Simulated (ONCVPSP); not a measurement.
## chromium: excitation energies, all-electron against ONCV

chromium, optimised norm-conserving Vanderbilt (ONCV), made with ONCVPSP 4.0.1 (PBE, fully relativistic). Core [Ne], reference 3s2 3p6 3d5 4s0.75 (charge +0.25). Waves: 3s+4s: rc 1.75 bohr, ncon 4, nbas 7, qcut 6.4 1/bohr, 2 projectors; 3p: rc 0.90 bohr, ncon 3, nbas 6, qcut 10.3 1/bohr, 1 projector; 3d: rc 1.05 bohr, ncon 5, nbas 10, qcut 7.7 1/bohr, 2 projectors, debl 3.1 Ha. Local part: polynomial inside 0.70 bohr (lpopt 5, dvloc0 4 Ha). Core correction: Teter function, fcfact 5.5, rcfact 1.65.

Open shells are filled in proportion to 2j + 1.

Energies are relative to the spin-unpolarised reference configuration 3s2 3p6 3d5 4s0.75; without spin polarisation the order of configurations can differ from experiment.

**Question.** Give the all-electron excitation energy and the error of the potential for: 3s2 3p6 3d5 4s1; 3s2 3p6 3d5 4s0; 3s2 3p6 3d4 4s0; 3s2 3p6 3d4 4s1.

**Answer.**

```csv
valence configuration,charge,ΔE all-electron (eV),error AE − PS (meV)
3s2 3p6 3d5 4s1,0,-1.175,-0.3
3s2 3p6 3d5 4s0,+1,5.726,+0.5
3s2 3p6 3d4 4s0,+2,21.779,+1.8
3s2 3p6 3d4 4s1,+1,6.813,+3.2
```

Levels in the configuration 3s2 3p6 3d4 4s0:

| level | all-electron (eV) | pseudo (eV) |
| --- | --- | --- |
| 3s j=1/2 | -95.131 | -95.158 |
| 3p j=3/2 | -66.108 | -66.111 |
| 3p j=1/2 | -67.140 | -67.141 |
| 3d j=5/2 | -22.818 | -22.812 |
| 3d j=3/2 | -22.912 | -22.905 |
